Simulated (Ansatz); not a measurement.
Stepwise reaction of `[SiH3]O[Si]O[SiH3]` with hydrogen fluoride, as a gas-phase model of exchange steps in deposition or etching. ΔE in kJ/mol; ΔG adds harmonic PBE0-D4 terms to CCSD(T)/CBS, at 1 bar.

Computed with Ansatz on PBE0-D4/def2-TZVP structures; ΔE is electronic, products minus reactants. CCSD(T)/CBS adds triple-zeta CCSD(T) − MP2 to the extrapolated MP2 energy (def2 sets, frozen cores). This one scheme is used for every species. Functionals use def2-TZVPP. B3LYP here is the variant with VWN-RPA as its local correlation; programs differ in this. Each species was taken in one conformer, which may not be the lowest.

```
step                                                 reaction  PBE-D4  B3LYP-D4  ωB97M-V  CCSD(T)/CBS  ΔG(600 K)
   1  `[SiH3]O[Si]O[SiH3]` + H–F → `F[Si]O[SiH3]` + `O[SiH3]`   -30.5     -28.6    -33.6        -25.1      -34.6
```

**Question.** Give the row of step 2, `F[Si]O[SiH3]` + H–F → `F[Si]F` + `O[SiH3]`. (Estimate.)

**Answer.** The calculation gave: 
| step | reaction | PBE-D4 | B3LYP-D4 | ωB97M-V | CCSD(T)/CBS | ΔG(600 K) |
| --- | --- | --- | --- | --- | --- | --- |
| 2 | `F[Si]O[SiH3]` + H–F → `F[Si]F` + `O[SiH3]` | -21.3 | -18.8 | -23.2 | -17.7 | -15.4 |

**Question.** By hand: ΔE of the 2 steps together at CCSD(T)/CBS.

**Answer.** (-25.1) + (-17.7) = -42.8 kJ/mol, or -21.4 kJ/mol a step.

In ΔE each step is higher than the one before. All are downhill at CCSD(T)/CBS. ΔG lies between -34.6 and -15.4 kJ/mol a step. PBE-D4 differs from CCSD(T)/CBS by -5.4 to -3.6 kJ/mol a step. Isolated molecules leave out the surface, adducts and barriers. Largest T1 diagnostic: 0.015.
